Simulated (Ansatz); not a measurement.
Born–Oppenheimer molecular dynamics of C$_{4}$H$_{9}$ClSi (15 atoms, charge 0, multiplicity 1). It starts from a relaxed structure.

Theory: RKS PBE-D4/STO-3G in Ansatz.

- ensemble: NVT, Langevin thermostat
- time step: 1 fs
- steps asked: 266
- set temperature: 300 K
- friction: 0.5 /fs
- seed: 937865

Frames 1 fs apart, positions in Å.

Velocities at 80.0 fs (Å/ps):

```
C -6.13 -0.68 0.38
Si -2.10 -3.73 2.09
C 0.17 -1.55 0.87
C -2.50 -1.53 2.58
C -2.22 -0.92 -2.95
Cl -2.26 -4.22 -2.45
H -5.18 -3.52 -18.55
H 1.26 12.03 7.88
H -16.87 10.04 -3.85
H 23.61 10.22 19.02
H 18.95 5.47 15.56
H -4.49 24.95 -7.15
H 5.98 -32.48 -8.57
H 19.20 18.45 8.11
H -2.40 -5.43 18.08
```

```xyz
15
Properties=species:S:1:pos:R:3 time_fs=80.0 energy_less_start_eV=0.219 T=219
C 0.918 -1.444 0.983
Si 0.483 -0.010 -0.105
C 0.369 -0.513 -1.948
C -1.107 0.763 0.492
C -1.222 2.012 0.958
Cl -2.788 2.744 1.495
H 0.183 -2.270 0.918
H 1.087 -1.246 2.060
H 1.868 -1.918 0.592
H 1.511 1.007 -0.024
H 0.003 0.375 -2.561
H 1.321 -0.905 -2.345
H -0.377 -1.320 -2.076
H -1.990 0.181 0.553
H -0.451 2.777 1.073
15
Properties=species:S:1:pos:R:3 time_fs=81.0 energy_less_start_eV=0.244 T=189
C 0.911 -1.444 0.985
Si 0.482 -0.013 -0.104
C 0.369 -0.513 -1.946
C -1.106 0.762 0.494
C -1.224 2.012 0.957
Cl -2.790 2.740 1.494
H 0.176 -2.266 0.909
H 1.089 -1.236 2.079
H 1.855 -1.913 0.581
H 1.529 1.021 -0.009
H 0.021 0.372 -2.541
H 1.316 -0.890 -2.354
H -0.365 -1.348 -2.085
H -1.991 0.197 0.554
H -0.452 2.776 1.094
15
Properties=species:S:1:pos:R:3 time_fs=82.0 energy_less_start_eV=0.245 T=224
C 0.907 -1.442 0.990
Si 0.482 -0.013 -0.104
C 0.369 -0.509 -1.942
C -1.100 0.761 0.497
C -1.225 2.012 0.958
Cl -2.791 2.736 1.494
H 0.173 -2.258 0.912
H 1.087 -1.236 2.096
H 1.839 -1.899 0.570
H 1.534 1.037 0.004
H 0.044 0.364 -2.526
H 1.322 -0.894 -2.365
H -0.346 -1.363 -2.095
H -2.017 0.207 0.549
H -0.442 2.773 1.121
15
Properties=species:S:1:pos:R:3 time_fs=83.0 energy_less_start_eV=0.274 T=335
C 0.903 -1.440 0.996
Si 0.485 -0.013 -0.104
C 0.367 -0.507 -1.937
C -1.091 0.757 0.501
C -1.227 2.012 0.954
Cl -2.791 2.732 1.493
H 0.178 -2.244 0.921
H 1.089 -1.240 2.094
H 1.826 -1.866 0.565
H 1.521 1.050 0.015
H 0.063 0.350 -2.529
H 1.329 -0.912 -2.372
H -0.324 -1.372 -2.096
H -2.039 0.212 0.547
H -0.436 2.764 1.142
15
Properties=species:S:1:pos:R:3 time_fs=84.0 energy_less_start_eV=0.335 T=333
C 0.901 -1.434 1.002
Si 0.486 -0.011 -0.105
C 0.366 -0.506 -1.934
C -1.083 0.751 0.506
C -1.235 2.012 0.945
Cl -2.792 2.727 1.491
H 0.186 -2.224 0.938
H 1.099 -1.237 2.093
H 1.826 -1.831 0.562
H 1.501 1.062 0.016
H 0.065 0.338 -2.549
H 1.327 -0.930 -2.377
H -0.315 -1.373 -2.080
H -2.061 0.192 0.541
H -0.432 2.769 1.136
15
Properties=species:S:1:pos:R:3 time_fs=85.0 energy_less_start_eV=0.409 T=329
C 0.903 -1.426 1.004
Si 0.485 -0.010 -0.106
C 0.367 -0.504 -1.941
C -1.079 0.748 0.510
C -1.244 2.010 0.934
Cl -2.793 2.724 1.492
H 0.183 -2.216 0.953
H 1.100 -1.229 2.110
H 1.830 -1.796 0.559
H 1.489 1.076 0.009
H 0.071 0.327 -2.562
H 1.328 -0.931 -2.372
H -0.319 -1.369 -2.067
H -2.066 0.162 0.525
H -0.420 2.781 1.109
15
Properties=species:S:1:pos:R:3 time_fs=86.0 energy_less_start_eV=0.496 T=315
C 0.905 -1.428 1.002
Si 0.482 -0.011 -0.109
C 0.368 -0.505 -1.951
C -1.081 0.748 0.516
C -1.249 2.009 0.924
Cl -2.795 2.724 1.493
H 0.164 -2.227 0.961
H 1.102 -1.216 2.126
H 1.822 -1.764 0.568
H 1.476 1.094 -0.003
H 0.086 0.305 -2.556
H 1.331 -0.937 -2.369
H -0.327 -1.364 -2.060
H -2.049 0.144 0.506
H -0.416 2.783 1.076
15
Properties=species:S:1:pos:R:3 time_fs=87.0 energy_less_start_eV=0.543 T=247
C 0.903 -1.435 1.000
Si 0.480 -0.011 -0.111
C 0.369 -0.510 -1.957
C -1.084 0.747 0.522
C -1.251 2.007 0.918
Cl -2.797 2.724 1.494
H 0.143 -2.254 0.962
H 1.105 -1.202 2.128
H 1.819 -1.757 0.593
H 1.455 1.109 -0.015
H 0.097 0.295 -2.552
H 1.328 -0.954 -2.378
H -0.343 -1.347 -2.060
H -2.027 0.135 0.500
H -0.422 2.778 1.045
15
Properties=species:S:1:pos:R:3 time_fs=88.0 energy_less_start_eV=0.453 T=290
C 0.895 -1.437 1.000
Si 0.478 -0.013 -0.110
C 0.371 -0.514 -1.960
C -1.086 0.743 0.527
C -1.253 2.006 0.912
Cl -2.799 2.724 1.494
H 0.123 -2.289 0.967
H 1.102 -1.194 2.115
H 1.843 -1.760 0.613
H 1.433 1.110 -0.024
H 0.104 0.306 -2.558
H 1.314 -0.962 -2.381
H -0.368 -1.326 -2.070
H -2.014 0.134 0.499
H -0.425 2.762 1.012
15
Properties=species:S:1:pos:R:3 time_fs=89.0 energy_less_start_eV=0.352 T=401
C 0.884 -1.439 1.000
Si 0.474 -0.012 -0.107
C 0.370 -0.520 -1.957
C -1.089 0.743 0.527
C -1.252 2.008 0.908
Cl -2.803 2.724 1.491
H 0.113 -2.309 0.979
H 1.103 -1.192 2.086
H 1.875 -1.764 0.632
H 1.419 1.095 -0.026
H 0.107 0.320 -2.577
H 1.287 -0.965 -2.366
H -0.399 -1.310 -2.072
H -2.020 0.125 0.492
H -0.422 2.741 0.986
15
Properties=species:S:1:pos:R:3 time_fs=90.0 energy_less_start_eV=0.344 T=526
C 0.872 -1.441 1.001
Si 0.469 -0.012 -0.105
C 0.364 -0.529 -1.952
C -1.087 0.746 0.522
C -1.246 2.009 0.909
Cl -2.808 2.723 1.485
H 0.127 -2.305 0.983
H 1.107 -1.196 2.047
H 1.899 -1.776 0.660
H 1.416 1.070 -0.030
H 0.114 0.339 -2.615
H 1.262 -0.964 -2.345
H -0.427 -1.300 -2.081
H -2.029 0.125 0.484
H -0.414 2.733 0.955
15
Properties=species:S:1:pos:R:3 time_fs=91.0 energy_less_start_eV=0.429 T=301
C 0.867 -1.441 1.000
Si 0.466 -0.014 -0.105
C 0.355 -0.536 -1.954
C -1.084 0.745 0.522
C -1.240 2.009 0.910
Cl -2.812 2.722 1.479
H 0.142 -2.299 0.990
H 1.106 -1.192 2.019
H 1.902 -1.792 0.672
H 1.420 1.051 -0.036
H 0.122 0.356 -2.654
H 1.249 -0.957 -2.329
H -0.447 -1.296 -2.113
H -2.021 0.146 0.470
H -0.400 2.740 0.924
```

Of the whole run (266 fs, mean temperature of the second half 293 K): A run of 0.27 ps of so small a system gives no equilibrium averages. The friction is so strong that the motion is overdamped, so the time scale means little. Limits of this set-up: minimal basis.

The run took 9.6 min on 1 thread of Arm Neoverse V2, with other jobs on the host, peak memory 0.09 GiB.
